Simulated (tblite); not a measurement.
C5H12Si.
Geometry (GFN2-xTB, Å), atoms numbered from 1 in this order:
```
atom  x, y, z in Å
C1     2.2395    0.6124    0.6352
C2     1.1964   -0.4914    0.5028
C3     0.0681   -0.1184   -0.4498
C4    -0.9761   -1.2402   -0.6549
Si5   -2.4094    0.0037   -0.4515
C6    -0.8653    1.0061    0.0547
H7     2.6792    0.8374   -0.3344
H8     3.0363    0.3061    1.3100
H9     1.7889    1.5218    1.0260
H10    1.6805   -1.4012    0.1368
H11    0.7742   -0.7131    1.4869
H12    0.4987    0.1649   -1.4139
H13   -0.8728   -1.7716   -1.5982
H14   -0.9214   -1.9805    0.1421
H15   -3.4092   -0.2750    0.5796
H16   -3.0527    0.4261   -1.6963
H17   -0.7705    1.1485    1.1303
H18   -0.6932    1.9707   -0.4170
```

Computed values, GFN2-xTB/tblite, gas phase, harmonic and unscaled. Errors from tens to a few hundred cm⁻¹ against measured bands are possible. Modes of hydrogen on silicon can be 10 to 20 % off. One conformer, not necessarily the lowest.

Harmonic wavenumbers (cm⁻¹): 63.1, 107.9, 198.6, 235.7, 371.9, 408.3, 440.7, 451.7, 529.9, 613.7, 698.4, 728.7, 761.1, 780.8, 804.0, 832.5, 883.1, 998.3, 1013.7, 1021.4, 1058.2, 1106.6, 1131.7, 1188.7, 1194.9, 1212.2, 1258.1, 1277.6, 1313.5, 1358.5, 1413.9, 1474.0, 1479.4, 1497.1, 1505.7, 1508.3, 2253.2, 2261.1, 2942.9, 2953.2, 2966.0, 2990.9, 2995.5, 3009.4, 3012.1, 3025.7, 3028.8, 3037.2.

A = 6909, B = 1586, C = 1400 MHz; mass 100.071 u (most abundant isotopes); point group C1, symmetry number 1.

What is the zero-point energy?

½Σν̃ = 33699 cm⁻¹ = 96.35 kcal/mol.

Give the ideal-gas entropy at 298.15 K and 1 bar in the rigid-rotor, harmonic-oscillator model (classical rotation).

Translation 39.75, rotation 27.44, vibration 18.63: S = 85.8 cal/(mol K).

And Cp and H(298.15 K) − H(0)?

Cp = 31.82 cal/(mol K), of which vibrations give 23.87 (their classical limit is 48 R = 95.4); H(298.15 K) − H(0) = 5.53 kcal/mol without the zero-point energy, 3.16 from vibrations.

How do the functions run with temperature in this model?

| T (K) | S (cal/(mol K)) | Cp (cal/(mol K)) | H − H(0) (kcal/mol) | G − H(0) (kcal/mol) | ln q(vib) |
| --- | --- | --- | --- | --- | --- |
| 50 | 54.5 | 10.7 | 0.45 | -2.27 | 0.23 |
| 100 | 63.0 | 14.2 | 1.07 | -5.23 | 0.86 |
| 373.15 | 93.8 | 39.1 | 8.19 | -26.80 | 5.43 |
| 500 | 106.8 | 49.9 | 13.86 | -39.52 | 7.90 |
| 750 | 130.1 | 65.3 | 28.40 | -69.20 | 12.93 |
| 1000 | 150.4 | 75.5 | 46.08 | -104.32 | 17.85 |

q(vib) and H(0) count from the zero-point level.

Which modes carry the vibrational entropy at 298.15 K?

63.1 cm⁻¹: 4.36; 107.9 cm⁻¹: 3.31; 198.6 cm⁻¹: 2.15; 235.7 cm⁻¹: 1.84; 371.9 cm⁻¹: 1.07; 408.3 cm⁻¹: 0.93 cal/(mol K); the other 42 give 4.98 together.

Blend soft modes into free rotors: weight 1/[1 + (100 cm⁻¹/ν̃)⁴] for the oscillator and the rest for a rotor with moment μB/(μ + B), μ = h/(8π²ν), B = 10⁻⁴⁴ kg m². What vibrational entropy results?

17.52 cal/(mol K) in place of 18.63, which changes −T·S at 298.15 K by +0.33 kcal/mol.

Hindered rotation and anharmonicity are outside this model. Other conformers, if any are populated, would add a mixing term that is left out. The structure is chiral; the term R ln 2 for an equal mix with its mirror image is left out.
